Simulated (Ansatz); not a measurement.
Consider the formal hydrolysis of a B–C bond: `FBCF` + H₂O → `OBF` + fluoromethane.

Program: Ansatz. Geometries: PBE0-D4/def2-TZVP. ΔE: electronic, gas phase. CCSD(T)/CBS is the MP2 limit (def2-TZVPP, def2-QZVPP) plus CCSD(T) − MP2 in def2-TZVPP, frozen cores. This one scheme is used for every species. DFT in def2-TZVPP. Each species was taken in one conformer, which may not be the lowest.

```
species  PBE0 energy (Eh)
 `FBCF`        -264.32045
    H₂O         -76.38081
  `OBF`        -201.10423
   `CF`        -139.65488
```

Work out ΔE.

ΔE = (-201.10423) + (-139.65488) − (-264.32045) − (-76.38081) = -0.05785 Eh = -1.57 eV. CCSD(T)/CBS gives -1.57 eV.

Largest T1 diagnostic among the species: 0.013.

From BLYP to BHLYP (50 % exact exchange), in def2-TZVPP and without D4, ΔE moves by −0.05 eV. Leaving LDA and LC-ωPBE aside and taking each functional with its dispersion term where it has one, the values, not all of them listed here, spread over 0.14 eV, from BHLYP-D4 to revPBE-D4. In def2-TZVPP, CCSD(T) changes the Hartree–Fock value by +0.11 eV (the triples alone add +0.00 eV) and MP2 by +0.09 eV.
